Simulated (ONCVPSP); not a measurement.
# silicon (Si): one change to an ONCV potential, before and after

ONCVPSP 4.0.1 input, shortened (lines: element, Z, core and valence counts, functional; n l f; lmax; l rc ep ncon nbas qcut; lloc lpopt rc5 dvloc0; l nproj debl; icmod fcfact rcfact), PBE, scalar-relativistic:

```
  Si 14.00    3    2        4      upf
    1    0    2.00
    2    0    2.00
    2    1    6.00
    3    0    2.00
    3    1    2.00
    2
    0    1.90    0.00    3    7    3.60
    1    2.05    0.00    3    7    4.50
    2    1.70    0.10    5   10    5.90
    4    5    1.25    1.00
    0    2    3.90
    1    2    3.80
    2    2    3.60
    3    5.75    1.40
```

Change: s: qcut 4.2.

Cutoffs: the cutoffs (Ha) at which the residual kinetic energy of the hardest occupied pseudo-wave falls to 1 and 0.1 mHa per electron; they do not see the model core or the augmentation charge, which bear on the density cutoff. Errors are all-electron minus pseudo energies relative to the spin-unpolarised reference configuration.

Question: What does the change do?

Answer: The potential gets neither clearly harder nor softer (6.2 Ha and 32 Ha → 6.8 Ha and 9.4 Ha); of the 4 tests that both files solve, the error grows in 1 and shrinks in 2 by more than 15 % and 0.3 meV (median size 5.6 → 7.8 meV); neither file shows a bound ghost.

```tsv
quantity	base	changed
cutoff, loose	6.2 Ha	6.8 Ha
cutoff, tight	32 Ha	9.4 Ha
loose cutoff by channel	s 6.2 Ha, p 3.1 Ha	s 6.8 Ha, p 3.1 Ha
bound ghosts	none	none
GHOST(+) flags under 300 eV	s at 129.0 eV	s at 137.1 eV
error for 3s2 3p1, meV [ΔE 7.74 eV]	+2.7	+2.6
error for 3s2 3p0, meV [ΔE 23.73 eV]	+17	+14
error for 3s1 3p0, meV [ΔE 57.70 eV]	+3.0	+11
error for 3s1 3p2, meV [ΔE 15.17 eV]	-8.1	-4.2
s: phases at 1.93 bohr within 0.05 rad from the reference energy up to (Ha; the scan ends near 5)	3.9	4.2
p: phases at 2.08 bohr within 0.05 rad from the reference energy up to (Ha; the scan ends near 5)	to the end of the scan	to the end of the scan
d: phases at 1.73 bohr within 0.05 rad from the reference energy up to (Ha; the scan ends near 5)	to the end of the scan	to the end of the scan
rms error of d²Exc/dni dnj with the model core, mHa	1.00	0.79
```

Base: The cutoffs count occupied waves only; projector 2 of the d channel, the hardest unoccupied one, needs 61 Ha at the loose tolerance. Changed file: The cutoffs count occupied waves only; projector 2 of the d channel, the hardest unoccupied one, needs 61 Ha at the loose tolerance.
